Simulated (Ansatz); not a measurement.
Single points on S-phenylphenoxathiinium tetracyanoborate, `N#C[B-](C#N)(C#N)C#N.c1ccc([S+]2c3ccccc3Oc3ccccc32)cc1`.

```yaml
crystal:
  periodic: [false, false, false]
  atoms:
    - {symbol: N, position_ang: [-3.184311, 2.724731, 5.126265]}
    - {symbol: C, position_ang: [-2.625344, 2.144390, 4.275213]}
    - {symbol: B, position_ang: [-1.871100, 1.359883, 3.124292]}
    - {symbol: C, position_ang: [-1.095843, 2.332188, 2.111724]}
    - {symbol: N, position_ang: [-0.482937, 2.921737, 1.301567]}
    - {symbol: C, position_ang: [-2.865084, 0.485509, 2.219469]}
    - {symbol: N, position_ang: [-3.468758, -0.185389, 1.468453]}
    - {symbol: C, position_ang: [-0.766418, 0.343258, 3.679901]}
    - {symbol: N, position_ang: [0.092777, -0.407875, 3.953154]}
    - {symbol: C, position_ang: [-0.365816, -4.411882, -0.986115]}
    - {symbol: C, position_ang: [0.802890, -3.681911, -1.265565]}
    - {symbol: C, position_ang: [0.905484, -2.337844, -0.881022]}
    - {symbol: C, position_ang: [-0.181926, -1.753776, -0.215119]}
    - {symbol: S, position_ang: [-0.178123, -0.023345, 0.328253]}
    - {symbol: C, position_ang: [-0.693831, 0.852109, -1.139699]}
    - {symbol: C, position_ang: [-2.075245, 1.000318, -1.350747]}
    - {symbol: C, position_ang: [-2.523228, 1.625385, -2.518430]}
    - {symbol: C, position_ang: [-1.593346, 2.101496, -3.460149]}
    - {symbol: C, position_ang: [-0.220003, 1.967238, -3.237181]}
    - {symbol: C, position_ang: [0.243177, 1.343490, -2.066134]}
    - {symbol: O, position_ang: [1.600734, 1.275082, -1.917660]}
    - {symbol: C, position_ang: [2.197917, 0.969423, -0.728760]}
    - {symbol: C, position_ang: [3.574277, 1.243987, -0.640607]}
    - {symbol: C, position_ang: [4.266584, 0.972401, 0.542902]}
    - {symbol: C, position_ang: [3.600206, 0.431189, 1.657309]}
    - {symbol: C, position_ang: [2.232708, 0.150547, 1.584632]}
    - {symbol: C, position_ang: [1.543170, 0.409421, 0.385667]}
    - {symbol: C, position_ang: [-1.356300, -2.463584, 0.086738]}
    - {symbol: C, position_ang: [-1.439081, -3.805843, -0.314832]}
    - {symbol: H, position_ang: [-0.436117, -5.466897, -1.291138]}
    - {symbol: H, position_ang: [1.644610, -4.162514, -1.786446]}
    - {symbol: H, position_ang: [1.821493, -1.763051, -1.083273]}
    - {symbol: H, position_ang: [-2.785841, 0.620662, -0.598869]}
    - {symbol: H, position_ang: [-3.602507, 1.743020, -2.690035]}
    - {symbol: H, position_ang: [-1.942926, 2.595865, -4.378632]}
    - {symbol: H, position_ang: [0.525564, 2.350609, -3.948143]}
    - {symbol: H, position_ang: [4.069435, 1.685647, -1.516841]}
    - {symbol: H, position_ang: [5.341872, 1.197934, 0.599815]}
    - {symbol: H, position_ang: [4.143838, 0.231017, 2.591497]}
    - {symbol: H, position_ang: [1.689936, -0.260881, 2.453164]}
    - {symbol: H, position_ang: [-2.191658, -1.973941, 0.615599]}
    - {symbol: H, position_ang: [-2.350920, -4.379804, -0.090229]}
basis:
  gaussian: {orbitals: def2-SVP, fitting: {mean_field: def2-universal-jkfit}, initial_orbitals: start.molden}
hamiltonian: {xc: pbe0, dispersion: d4}
scf: {omitted_lower_state_checks: [starts]}
output: {orbitals: {seedname: orbitals}}
```

The file start.molden holds the orbitals of an earlier run on this structure, at another level or in another basis.

```sh
$ ansatz run in.yaml --threads 2 --pin off --events-out ev --progress --plain --max-ram 32768MiB --backend cuda --devices 0, --max-vram 18GiB
```

It prints (some lines left out):

```
Functional definition: PBE0
2472 factors; integrals over basis functions are off by at most 2.2e-1 eV
mean field evaluation 1: about -42474.1760 eV, gradient 1.3e1 eV
mean field evaluation 2: about -42474.6135 eV, gradient 3.2e-1 eV
mean field evaluation 4: about -42474.5999 eV, gradient 4.8e-4 eV
mean field -42474.59987124 eV, -1560.9127549504 hartree, gradient 1.6e-5 eV, S^2 0.000000; 0 other end points of the search recorded, 0 dependent functions left out
reference -42474.59992597 eV, -1560.9127569617 hartree; 101, 101 occupied and 374, 374 virtual orbitals, 2472 factors
Total energy: -42476.38434007 eV, -1560.9783329702 hartree
Checks for a lower state left out: starts
```

Run time 19 s (2 threads of AMD EPYC 7R13 on a shared host and a share (18 GiB) of an NVIDIA H100 80GB HBM3).

First input, but with `gaussian: {orbitals: def2-TZVP, fitting: {mean_field: def2-universal-jkfit}, initial_orbitals: start.molden}`, `hamiltonian: {xc: r2scan, dispersion: d4}` (abridged; 20 s):

```
Functional definition: r2SCAN
mean field -42535.54058187 eV, -1563.1522847586 hartree, gradient 1.3e-5 eV, S^2 0.000000
Total energy: -42536.18182946 eV, -1563.1758501732 hartree
Checks for a lower state left out: starts
```

As the first input, with `hamiltonian: {xc: pbe, dispersion: d4}` (abridged; 19 s):

```
Functional definition: PBE
mean field -42472.29441585 eV, -1560.8280310274 hartree, gradient 2.2e-5 eV, S^2 0.000000
Total energy: -42474.32064706 eV, -1560.9024936511 hartree
Checks for a lower state left out: starts
```

First input, but with `gaussian: {orbitals: def2-TZVP, fitting: {mean_field: def2-universal-jkfit}, initial_orbitals: start.molden}`, `hamiltonian: {xc: {name: r2SCAN0}, dispersion: d4}` (abridged; 21 s):

```
Functional definition: r2SCAN0
mean field -42530.81522149 eV, -1562.9786309679 hartree, gradient 2.2e-5 eV, S^2 0.000000
Total energy: -42531.55410050 eV, -1563.0057842704 hartree
Checks for a lower state left out: starts
```

As the first input, with `gaussian: {orbitals: def2-SVP, initial_orbitals: start.molden}`, `correlation: {method: mp2}` and without the key `hamiltonian` (abridged; 27 s):

```
Functional definition: HF
mean field -42300.05300038 eV, -1554.4982757581 hartree, gradient 2.7e-6 eV, S^2 0.000000; unrestricted orbitals would lower it
33 core orbitals not correlated: weight in the atoms' cores, before any rotation towards them, 1.000 or more for the frozen orbitals, at most 0.000 for the correlated occupied ones
second order -105.03056941 eV of doubles, -0.00000000 eV of singles
Total energy: -42405.08356979 eV, -1558.3580779918 hartree
Checks for a lower state left out: starts
```

Geometry: PBE-D4/def2-SVP.

Correlated methods freeze 33 core orbitals. Single mean-field runs in def2-SVP, def2-TZVP are fitted with def2-universal-jkfit. At MP2/def2-SVP the restricted singlet (for correlated methods, its reference) is unstable: a solution with broken spin symmetry lies lower.
